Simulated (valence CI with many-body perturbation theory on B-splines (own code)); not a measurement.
## Valence orbitals of Sm21+

Computed by configuration interaction combined with many-body perturbation theory (CI+MBPT): five valence electrons over a frozen Dirac-Fock core [Kr], radial functions for each j: 7 s, 7 p, 8 d, 6 f, 4 g, 1 h, with the one-electron correlation potential Σ1 (screened to all orders), the two-electron term Σ2, the three-electron term Σ3, Breit, model QED; selected single and double excitations, second order for the rest (own B-spline code, finite nucleus).

No measured spectrum was set against this ion. As an estimate, terms of the open shell hold to 2 to 4 % of their energy, and close levels can change places. Core correlation moves these levels by up to 12000 cm⁻¹, and in measured spectra 5 to 20 % of such shifts remained as error; rates that hang on mixing are uncertain with them. Among the levels kept, up to 270 cm⁻¹ of a level comes from second order outside the variational space, and about a tenth of that is noise between levels of different J, which matters for small intervals. Only levels of the ground parity were solved; by the run's estimate the other parity begins above the list, which can be wrong where configurations are misplaced.

These are the spectroscopic orbitals of the CI (the correlating ones are not listed), shaped by the core and the other valence electrons. h is the expectation value of the core's Dirac-Fock operator, without the valence repulsion; Σ1 is computed up to l = 3 at one energy for each symmetry, that of its lowest orbital but kept below the first core excitation, so for empty shells it is not the orbital's own correlation shift; Breit and QED include the response of the core.

```csv
Orbital,h (hartree),Σ1 (cm⁻¹),Breit (cm⁻¹),QED (cm⁻¹),⟨r⟩ (bohr)
5s1/2,-20.746,-10017,1542,1228,1.022
6s1/2,-13.187,-3779,796,635,1.613
7s1/2,-9.1411,-1914,454,366,2.343
5p1/2,-19.567,-9369,2354,-42.4,1.054
6p1/2,-12.57,-3739,1251,-21.3,1.662
7p1/2,-8.7781,-1944,729,-12.2,2.412
5p3/2,-19.068,-8547,1401,79.0,1.084
6p3/2,-12.315,-3500,755,43.1,1.698
7p3/2,-8.6293,-1839,473,25.6,2.455
4d3/2,-30.122,-20208,2549,-372,0.5853
5d3/2,-17.151,-8049,997,-112,1.128
6d3/2,-11.302,-3665,524,-57.1,1.788
4d5/2,-29.863,-19706,1280,-231,0.5917
5d5/2,-17.046,-7968,549,-61.7,1.136
6d5/2,-11.247,-3633,293,-31.1,1.797
4f5/2,-24.687,-38731,63.7,-258,0.5901
5f5/2,-14.965,-8086,124,-82.5,1.193
4f7/2,-24.637,-36093,-550,-220,0.5924
5f7/2,-14.943,-7939,-112,-67.1,1.195
5g7/2,-13.577,,-68.4,-22.3,1.179
5g9/2,-13.573,,-101,-18.0,1.180
```

Among the shells of the start configuration 4d5, Σ1 is largest in size for 4d3/2, where it is 0.31 % of h.

Lowest root of each symmetry, sizes in configuration state functions:

```tsv
J	Parity	Roots	Reference	Variational	Second order	Change by selected CI (cm⁻¹)	Change by second order (cm⁻¹)
1/2	even	4	13	24804	369623	-25512	-29
3/2	even	7	19	25822	916534	-24848	-88
5/2	even	10	24	26868	884651	-19845	-107
7/2	even	7	20	24642	1198198	-23325	-229
9/2	even	5	14	24808	928157	-22943	-209
11/2	even	3	7	25060	774705	-22371	-89
13/2	even	1	3	20152	804095	-21832	-48
```
